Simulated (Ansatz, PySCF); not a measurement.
Species: CLiN, net charge 0, singlet state. 
Structure (B3LYP-D3(BJ)/def2-TZVP (Ansatz, a quantum-chemistry and plane-wave program) minimum search):
SMILES: [C]([N])[Li]
```xyz
3

Li     0.0000     0.0000    -2.0557
C      0.0000     0.0000    -0.1501
N      0.0000     0.0000     1.0096
```
Charge 0, spin multiplicity 1.

Quantity: atomisation energy (electronic, to ground-state atoms), in kcal/mol. Cores are frozen in the correlated levels unless marked. UHF or UKS for open shells. No spin-orbit coupling. No relativistic terms. The coupled-cluster limit lacks core correlation, which all-electron functionals hold. CBS(X,Y): correlation extrapolated as X^-3; Hartree-Fock from the larger set.

```csv
level,program,atomisation energy (kcal/mol)
BP86-D4/def2-TZVPD,PySCF + dftd4,304.8
PBE0/def2-TZVPD,Ansatz,(withheld)
HSE06/def2-TZVPD,Ansatz,289.5
RPA@PBE/def2-QZVPP,Ansatz,270.9
SCS-MP2/def2-TZVPPD,Ansatz,291.8
CCSD/6-31G*,Ansatz,255.3
"CCSD(T)/CBS(def2-TZVPPD,def2-QZVPPD)",Ansatz,(withheld)
```

Some entries are withheld; supply them.


- PBE0/def2-TZVPD, atomisation energy (kcal/mol): 289.0
- CCSD(T)/CBS(def2-TZVPPD,def2-QZVPPD), atomisation energy (kcal/mol): 291.2
